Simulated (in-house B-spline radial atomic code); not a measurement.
Orbital energies and mean radii along the 26-electron series, configuration [Ar] 3d8. The effective charge is n√(-2ε), a non-relativistic measure. Computed with an all-electron radial atomic-structure program (B-spline basis): Dirac-Hartree-Fock, average of the configuration, finite nuclei.

```tsv
ion	Z	energy of 3p3/2 (Eh)	mean radius of 3p3/2 (bohr)	energy of 3d5/2 (Eh)	mean radius of 3d5/2 (bohr)	energy of 3p1/2 (Eh)	mean radius of 3p1/2 (bohr)	effective charge of 3p3/2
I27+	53	-66.083	0.30264	-57.371	0.2737	-68.384	0.29273	34.489
Xe28+	54	-70.068	0.29524	-61.077	0.26656	-72.59	0.28521	35.514
Cs29+	55	-74.169	0.28818	-64.894	0.25979	-76.928	0.27803	36.538
Ba30+	56	-78.386	0.28144	-68.823	0.25335	-81.4	0.27117	37.563
La31+	57	-82.719	0.27501	-72.863	0.24724	-86.005	0.26461	38.587
Ce32+	58	-87.169	0.26885	-77.015	0.24141	-90.747	0.25832	39.611
Pr33+	59	-91.735	0.26295	-81.278	0.23585	-95.624	0.25229	40.635
Nd34+	60	-96.418	0.2573	-85.653	0.23055	-100.64	0.2465	41.66
Pm35+	61	-101.22	0.25187	-90.139	0.22548	-105.79	0.24094	42.684
Sm36+	62	-106.13	0.24666	-94.737	0.22063	-111.09	0.2356	43.708
Eu37+	63	?	?	?	?	?	?	?
Gd38+	64	-116.32	0.23684	-104.27	0.21153	-122.11	0.2255	45.758
Tb39+	65	?	?	?	?	?	?	?
Dy40+	66	-126.98	0.22775	-114.24	0.20316	-133.71	0.21611	47.809
Ho41+	67	-132.49	0.22344	-119.4	0.19921	-139.73	0.21166	48.835
Er42+	68	?	?	?	?	?	?	?
Tm43+	69	-143.86	0.21528	-130.05	0.19176	-152.22	0.2032	50.888
Yb44+	70	-149.73	0.21141	-135.54	0.18825	-158.7	0.19917	51.915
```

**Question.** Fill in the row of Eu37+.

**Answer.** energy of 3p3/2 (Eh): -111.17; mean radius of 3p3/2 (bohr): 0.24166; energy of 3d5/2 (Eh): -99.447; mean radius of 3d5/2 (bohr): 0.21599; energy of 3p1/2 (Eh): -116.53; mean radius of 3p1/2 (bohr): 0.23045; effective charge of 3p3/2: 44.733.

**Question.** Fill in the row of Tb39+.

**Answer.** energy of 3p3/2 (Eh): -121.59; mean radius of 3p3/2 (bohr): 0.23221; energy of 3d5/2 (Eh): -109.2; mean radius of 3d5/2 (bohr): 0.20726; energy of 3p1/2 (Eh): -127.83; mean radius of 3p1/2 (bohr): 0.22072; effective charge of 3p3/2: 46.783.

**Question.** Fill in the row of Er42+.

**Answer.** energy of 3p3/2 (Eh): -138.12; mean radius of 3p3/2 (bohr): 0.21929; energy of 3d5/2 (Eh): -124.67; mean radius of 3d5/2 (bohr): 0.19542; energy of 3p1/2 (Eh): -145.9; mean radius of 3p1/2 (bohr): 0.20736; effective charge of 3p3/2: 49.861.

**Question.** How does the screening of 3p3/2 change?

**Answer.** Z less the effective charge goes from 18.51 at Z = 53 to 18.09 at Z = 70.
